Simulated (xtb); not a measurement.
A run for xtb: GFN1-xTB on FH7Si2 (a complex), monomers drawn apart or pushed together.

```
$ xtb mol.xyz --gfn 1 --sp --chrg 0 --uhf 0
10

F      1.45958480     0.31951535    -0.17441569
H      1.34353286     0.29973948     0.74874191
Si    -0.52700179    -0.19814534     5.47608576
Si    -0.49782231    -0.19727851     3.13243465
H     -1.87472197    -0.58505408     5.95593642
H     -0.19968460     1.15489216     5.98377557
H      0.46936219    -1.16645034     5.99109562
H     -0.78771170    -1.53974149     2.57966948
H      0.86948770     0.19289354     2.67611774
H     -1.45329599     0.78503744     2.57214036
```

The head of its log:

```
[...]
           -------------------------------------------------
          |                Calculation Setup                |
           -------------------------------------------------



molecular fragmentation (1/2 indicates fragments):
1122222222
# atoms in fragment 1/2:     2     8
 fragment masses (1/2) :       20.01       62.22
CMA distance (Bohr)    :   9.211
constraining FC (au)   :  0.0500

           -------------------------------------------------
          |                 G F N 1 - x T B                 |
           -------------------------------------------------

        Reference                      10.1021/acs.jctc.7b00118
      * Hamiltonian:
        H0-scaling (s, p, d)           1.850000    2.250000    2.000000
        zeta-weighting                 0.000000
      * Dispersion:
        s8                             2.400000
        a1                             0.630000
        a2                             5.000000
        s9                             0.000000
      * Repulsion:
        kExp                           1.500000
        rExp                           1.000000
      * Coulomb:
        alpha                          2.000000
        third order                    atomic
        anisotropic                    false
      * Halogen bond correction:
        rad-scale                      1.300000
        damping                        0.440000


          ...................................................
          :                      SETUP                      :
          :.................................................:
          :  # basis functions                  38          :
          :  # atomic orbitals                  36          :
          :  # shells                           22          :
          :  # electrons                        22          :
          :  # halogen bonds                     0          :
          :  max. iterations                   250          :
          :  Hamiltonian                  GFN1-xTB          :
          :  restarted?                      false          :
          :  GBSA solvation                  false          :
          :  PC potential                    false          :
          :  electronic temp.          300.0000000     K    :
          :  accuracy                    1.0000000          :
          :  -> integral cutoff          0.2500000E+02      :
          :  -> integral neglect         0.1000000E-07      :
          :  -> SCF convergence          0.1000000E-05 Eh   :
          :  -> wf. convergence          0.2000000E-04 e    :
          :  Broyden damping             0.4000000          :
          :  net charge                          0          :
          :  unpaired electrons                  0          :
          ...................................................

 iter      E             dE          RMSdq      gap      omega  full diag
   1    -12.6398276 -0.126398E+02  0.434E+00    4.76       0.0  T
   2    -12.6569241 -0.170965E-01  0.237E+00    4.40       1.0  T
```

Give the final energy of this run.

-12.5887 hartree.
